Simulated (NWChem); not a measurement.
Species: CH4AlFO; SMILES C[O][AlH][F]

```xyz
8

Al    -0.5696     0.7297     0.0000
H     -1.9969     1.3701     0.0000
F      0.7792     1.7044     0.0000
O     -0.3981    -0.9414     0.0000
C      0.5327    -1.9719     0.0000
H      0.4007    -2.6130    -0.8892
H      1.5759    -1.6072     0.0000
H      0.4007    -2.6130     0.8892
```
Atoms are numbered in this order, from 1.

Program: NWChem. Pople sets run with spherical d functions. Coordinates come from a PBE0/def2-SVP optimisation. Vertical excitations in the gas phase; the lowest state need not have the same character in each row.

| level | lowest excitation, singlet (eV) | lowest state with f > 0.02, singlet (eV) | oscillator strength of that bright state | orbital gap (eV) |
|---|---|---|---|---|
| PBE/6-31+G*, TDA | 5.71 | 6.23 | 0.102 | 5.64 |
| B3LYP/6-31+G*, TDA | 6.39 | 6.87 | 0.093 | 7.42 |
| PBE0/6-31+G*, TDA | … | … | … | … |
| CAM-B3LYP/6-31+G*, TDA | 6.89 | 7.37 | 0.091 | 10.11 |

**Question.** Fill in the missing entries.

**Answer.** 
- PBE0/6-31+G*, TDA, lowest excitation, singlet (eV): 6.60
- PBE0/6-31+G*, TDA, lowest state with f > 0.02, singlet (eV): 7.06
- PBE0/6-31+G*, TDA, oscillator strength of that bright state: 0.087
- PBE0/6-31+G*, TDA, orbital gap (eV): 7.89
